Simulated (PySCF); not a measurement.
The dipole of `C/C(=C\F)C(=O)Cl` from its density and from atomic charges.

Coordinates (GFN2-xTB, Å) and charges (e) from the PBE0/pcSseg-1 density (PySCF):

| atom | x | y | z | Mulliken | IAO | Hirshfeld | ESP-fitted |
| --- | --- | --- | --- | --- | --- | --- | --- |
| C1 | -0.549 | -1.201 | 0.045 | -0.1043 | -0.4321 | -0.1282 | -0.3623 |
| C2 | 0.142 | 0.121 | -0.019 | -0.5293 | -0.1028 | -0.0332 | +0.0396 |
| C3 | 1.459 | 0.258 | -0.208 | +0.4138 | +0.2017 | +0.0837 | +0.0388 |
| F4 | 2.270 | -0.785 | -0.356 | -0.2489 | -0.2390 | -0.0510 | -0.1164 |
| C5 | -0.606 | 1.376 | 0.125 | +0.3523 | +0.3491 | +0.1682 | +0.3409 |
| O6 | -0.168 | 2.483 | 0.094 | -0.3122 | -0.3746 | -0.2114 | -0.3768 |
| Cl7 | -2.336 | 1.137 | 0.367 | -0.1262 | -0.0805 | -0.0321 | -0.1093 |
| H8 | -1.052 | -1.318 | 1.003 | +0.1485 | +0.1664 | +0.0440 | +0.1189 |
| H9 | -1.303 | -1.270 | -0.736 | +0.1485 | +0.1664 | +0.0440 | +0.1196 |
| H10 | 0.172 | -2.004 | -0.081 | +0.1303 | +0.1636 | +0.0468 | +0.1414 |
| H11 | 1.977 | 1.205 | -0.258 | +0.1273 | +0.1817 | +0.0691 | +0.1655 |

Task: What dipole does each set of charges give (1 e·Å = 4.803 D), and what does the density give?

Result: The full density gives (0.83, -2.11, -0.18) D, 2.27 D in size; dipole vectors point from the negative to the positive end.

| scheme | μx | μy | μz | size (D) | share of the full size (%) | angle to the full dipole (°) |
| --- | --- | --- | --- | --- | --- | --- |
| Mulliken | 0.38 | -2.70 | -0.13 | 2.73 | 120 | 14 |
| IAO | 0.05 | -1.61 | -0.05 | 1.61 | 71 | 20 |
| Hirshfeld | 0.58 | -1.17 | -0.12 | 1.31 | 58 | 5 |
| ESP-fitted | 0.86 | -2.12 | -0.19 | 2.30 | 101 | 1 |

Task: Which set comes closest?

Result: Length of the difference vector: ESP-fitted 0.04 D, Mulliken 0.75 D, IAO 0.94 D, Hirshfeld 0.97 D. Closest: ESP-fitted. ESP charges are fitted to the potential around the molecule, whose slowest-falling term is the dipole's. The schemes that divide the density aren't constrained to reproduce the dipole.

Task: What is left for the Hirshfeld atoms' own dipoles?

Result: The Hirshfeld atoms' densities add up to the full density, so μ = Σ q r + Σ (atomic dipoles). The atomic dipoles sum to (0.83, -2.11, -0.18) − (0.58, -1.17, -0.12) = (0.25, -0.94, -0.06) D, 0.97 D in size.

Task: With the origin at the mean of the coordinates, (0.000, 0.000, -0.002) Å, which are the largest single terms, by size, of the Mulliken dipole along the direction of the full one?

Result: O6 +3.56, C5 -2.55, F4 -1.89, H10 +1.21, Cl7 +1.17 D; all 11 atoms together +2.66 D. The single terms depend on the origin, their sum doesn't.

Task: Give the size of the full dipole in other units.

Result: 2.27 D = 0.894 au = 0.473 e·Å = 7.58 × 10⁻³⁰ C·m.

The structure is a single GFN2-xTB conformer in the gas phase; no vibrational or solvent corrections.

Conformer computed: `[CH3:1]/[C:2](=[CH:3]\[F:4])[C:5](=[O:6])[Cl:7]`: C1–C2–C5–O6 180°.
